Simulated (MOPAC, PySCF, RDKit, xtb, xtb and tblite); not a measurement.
Conformational energy of H₇GeNSi, SMILES N[SiH2][GeH3]. Scanned: dihedral H4–N1–Si2–Ge3; all other coordinates were relaxed at B3LYP-D3(BJ)/def2-SVP.

Geometry of the scan point at 180° (Å):
```
10

N     -1.6463     0.7212     0.3120
Si    -0.6794    -0.6993     0.0204
Ge     1.6117    -0.0214     0.1000
H     -2.6597     0.6309     0.3167
H     -1.3863     1.5757    -0.1740
H     -0.9790    -1.7034     1.0828
H     -0.9012    -1.3901    -1.2952
H      1.8433     1.1623    -0.8693
H      2.5514    -1.1692    -0.3299
H      2.0296     0.4425     1.5118
```

- GFN2-xTB, on its own relaxed geometries (the stored frames are those of B3LYP-D3(BJ)/def2-SVP) (xtb and tblite)
- UFF // B3LYP-D3(BJ)/def2-SVP (RDKit)
- PM6, restricted, heats of formation // B3LYP-D3(BJ)/def2-SVP (MOPAC)
- GFN1-xTB // B3LYP-D3(BJ)/def2-SVP (xtb)
- RKS-B3LYP/LANL2DZ = PySCF with restricted B3LYP/LANL2DZ, with its core potentials past Ne // B3LYP-D3(BJ)/def2-SVP

Least-squares fit of E(φ) = a0 + Σ (a_n cos nφ + b_n sin nφ), n = 1 to 4, to the 12 scan points, in kcal/mol above the lowest point of each profile (levels whose profile four harmonics don't fit are not listed):

| method | a0 | a1 | b1 | a2 | b2 | a3 | b3 | a4 | b4 | rms of fit |
|---|---|---|---|---|---|---|---|---|---|---|
| GFN2-xTB | 0.71 | -0.30 | 0.01 | -0.58 | -0.01 | 0.50 | 0.01 | 0.16 | 0.00 | 0.05 |
| UFF | 2.85 | 0.25 | -0.12 | 0.34 | -0.15 | 2.47 | -0.10 | -0.52 | 0.06 | 0.15 |
| PM6 | 1.79 | 0.23 | -0.07 | 0.49 | -0.11 | -1.65 | -0.05 | -0.12 | -0.05 | 0.14 |
| GFN1-xTB | 1.03 | 0.02 | -0.13 | -0.37 | -0.16 | -0.77 | -0.07 | 0.24 | -0.01 | 0.10 |
| RKS-B3LYP/LANL2DZ | 1.03 | 0.18 | -0.21 | -0.22 | -0.26 | -1.03 | -0.11 | 0.18 | 0.02 | 0.12 |
